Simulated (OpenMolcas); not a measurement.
**Levels of Tb³⁺ by method**

```yaml
Program: OpenMolcas
Basis: ANO-R3 [9s8p5d5f3g2h]
Scalar_Hamiltonian: X2C, finite nucleus
Active_space: 8 electrons in 7 orbitals (4f)
State_averaging: 2S+1 = 7 even, 7 roots; 2S+1 = 5 even, 140 roots (105 in the spin-orbit step); 2S+1 = 3 even, 259 roots kept (CI in the orbitals of an earlier block, 141 in the spin-orbit step); 2S+1 = 1 even, 121 roots kept (CI in the orbitals of an earlier block, 47 in the spin-orbit step)
Spin-orbit_coupling: RASSI with atomic mean-field integrals over the reference wave functions, term energies averaged over their components
```

Methods on the same reference wave functions:
A. CASSCF
B. SS-CASPT2, IPEA 0.25 Eh, imaginary shift 0.1 Eh (closed shells correlated: 5s 5p)
C. MS-CASPT2, IPEA 0.25 Eh, imaginary shift 0.1 Eh (closed shells correlated: 5s 5p)

Energies in cm⁻¹ above 4f⁸ ⁷F₆, the measured ground level; measured values from Martin, Zalubas and Hagan, Atomic Energy Levels: The Rare-Earth Elements, NSRDS-NBS 60 (1978).

```csv
Level,A,B,C,Measured
4f⁸ ⁷F₆,0.0,0.0,0.0,0.0
4f⁸ ⁷F₅,2092,2130,2130,2052
4f⁸ ⁷F₄,3450,3430,3430,3314
4f⁸ ⁷F₃,4481,4440,4440,4292
4f⁸ ⁷F₂,5218,5160,5160,4978
4f⁸ ⁷F₁,5702,5640,5640,5432
4f⁸ ⁷F₀,5942,5880,5880,5654
4f⁸ ⁵D₄(1),23571,20130,20130,
4f⁸ ⁵D₃(1),29509,26110,26110,
4f⁸ ⁵L₁₀,30351,29120,29120,
4f⁸ ⁵G₆(1) [72 %],31393,27890,27890,
4f⁸ ⁵L₉,31815,30540,30540,
4f⁸ ⁵D₂(1),32058,28410,28410,
4f⁸ ⁵G₅(1),32524,29010,29010,
4f⁸ ⁵L₈,32630,31280,31280,
4f⁸ ⁵L₇,32947,31460,31460,
4f⁸ ⁵L₆,33117,31640,31640,
4f⁸ ⁵G₄(1),33326,29780,29780,
4f⁸ ⁵G₃(1),33806,30200,30200,
4f⁸ ⁵G₂(1),34099,30430,30430,
4f⁸ ⁵D₁(1),34426,30850,30850,
4f⁸ ⁵D₀(1),35304,31660,31660,
4f⁸ ⁵H₇(1),36679,33450,33450,
4f⁸ ⁵H₆(1) [70 %],38708,35380,35380,
```

Deviations, from unrounded energies. A percentage is the sum of absolute deviations over the sum of measured energies, with the sign that they share, or ± where signs differ.

| Against measurement | Levels | A | B | C |
| --- | --- | --- | --- | --- |
| mean absolute deviation (cm-1) | 6 | 190 | 160 | 160 |
| fine structure of the ground term (%) | 6 | +4.5 | +3.7 | +3.7 |

B, C lie about equally close to measurement and A furthest from it. The largest miss of B in the table is 4f⁸ ⁷F₀, by +230 cm-1. The ranking rests on the paired levels alone, and a cruder setting can come out closer through cancelling errors.

Between B and C no level of the table moves by more than 5 cm-1.

The two smallest mean deviations differ by little beside CASPT2's spread within terms, so their order carries little weight.

From A to B the spin-free energies of the other terms of 4f⁸ shown, above ⁷F, scale by factors of 0.86 to 0.95, as is usual when dynamic correlation screens the repulsion within a d or f shell.

The lowest spin-free term lies below A's lowest term by 0.688 hartree in B, 0.688 hartree in C.

Term energies are means over components that CASPT2 splits; among the terms shown or strongly mixed into the levels shown the widest spread is 320 cm-1 (4f⁸ ⁵I, C). High states are left out of the spin-orbit mixing, which shifts the levels that they would mix with. Without dynamic correlation excited terms often stand tens of per cent too high (terms of higher spin than the ground term too low), and those without a measured partner can miss by more than the paired ones (holds for A). Blocks of more than 70 roots (2S+1 = 5 even, 3 even) ran without multistate coupling (holds for C). Computed and measured levels are paired by configuration, term and J; levels that our copy of the source lacks, or whose pairing is in doubt (as where it misses far off the trend of its configuration), stay unpaired and out of the deviations. Only configurations of the active space appear. The table leaves out levels that lie high or whose names do not pair safely across all columns.

A share in square brackets marks a mixed level and gives the weight of the term that names it, the lowest over the columns. A number in round brackets counts repeated terms of one configuration in the order of the reference energies.
